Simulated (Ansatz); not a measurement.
Stepwise reaction of `CB(O[SiH3])O[SiH3]` with hydrogen sulfide, as a gas-phase model of exchange steps in deposition or etching. ΔE in kJ/mol.

Calculated with Ansatz (gas phase, PBE0-D4/def2-TZVP geometries, no zero-point term in ΔE). CBS: MP2 limit from def2 TZ/QZ plus the TZ coupled-cluster correction, frozen cores. This one scheme is used for every species. Functionals use def2-TZVPP. B3LYP here is the variant with VWN-RPA as its local correlation; programs differ in this. One conformer a species, not always the lowest.

| step | reaction | PBE-D4 | B3LYP-D4 | ωB97M-V | CCSD(T)/CBS |
| --- | --- | --- | --- | --- | --- |
| 1 | `CB(O[SiH3])O[SiH3]` + H₂S → `CB(S)O[SiH3]` + `O[SiH3]` | 48.6 | 63.4 | 62.1 | 58.7 |
| 2 | `CB(S)O[SiH3]` + H₂S → `CB(S)S` + `O[SiH3]` | 38.8 | 53.3 | 50.1 | 47.6 |

Task: By hand: ΔE of the 2 steps together at CCSD(T)/CBS.

Result: (58.7) + (47.6) = 106.3 kJ/mol, or 53.2 kJ/mol a step.

In ΔE each step is lower than the one before. All are uphill at CCSD(T)/CBS. PBE-D4 differs from CCSD(T)/CBS by -10.1 to -8.8 kJ/mol a step. Isolated molecules leave out the surface, adducts and barriers. Largest T1 diagnostic: 0.013.
